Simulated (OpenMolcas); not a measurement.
An atom or ion with 24 electrons was computed by XMS-CASPT2, IPEA 0.25 Eh, imaginary shift 0.1 Eh with spin-orbit coupling (OpenMolcas, ANO-RCC-VTZP, DKH2). The lowest levels that the run gave, each within 12 % of the measured value where one is at hand:

| J | Parity | E (cm-1) | g |
| --- | --- | --- | --- |
| 4 | even | 0.0 | 1.501 |
| 3 | even | 657 | 1.501 |
| 2 | even | 1111 | 1.501 |
| 1 | even | 1401 | 1.501 |
| 0 | even | 1544 |  |
| 2 | even | 23550 | 1.500 |
| 6 | even | 24630 | 1.166 |
| 5 | even | 24940 | 1.037 |
| 4 | even | 25150 | 0.819 |
| 1 | even | 25450 | 1.499 |
| 0 | even | 26220 |  |
| 4 | even | 26350 | 1.227 |

Task: Which ion is it, and what are the configurations and terms?

Result: Co3+ (Z = 27, charge +3; active space 6 electrons in 5 orbitals (3d)). J, parity and g give the terms where levels are pure, and mixed ones are named by the computed weights; the size of the splittings, set against known spectra of the 24-electron sequence, gives the charge. In order, with the measured energies in cm-1 (Sugar and Corliss, J. Phys. Chem. Ref. Data 10, 1097 (1981)): 3d6 5D4, 3d6 5D3 (639), 3d6 5D2 (1078), 3d6 5D1, 3d6 5D0 (1494), 3d6 3P2(1) (22883), 3d6 3H6 (23680), 3d6 3H5 (24032), 3d6 3H4 (24272), 3d6 3P1(1) (24729), 3d6 3P0(1) (25449), 3d6 3F4(1) (25396).

CASPT2 does not keep the components of a term degenerate, so their means are used; among the terms shown or strongly mixed into the levels shown the widest spread is 810 cm-1 (3d6 3F(1)). The CASPT2 spread within a term exceeds the gap to the next term for 3d6 3P(1) and 3d6 3H, so the order of their levels is uncertain. Measured partners are found by configuration, term and J. A level has none where our copy of the source lacks it or the pairing is in doubt (some pairs that miss far off the trend of their configuration count as doubtful), and it then counts in no deviation. Only configurations of the active space appear.

A number in round brackets counts repeated terms of one configuration in the order of the reference energies.
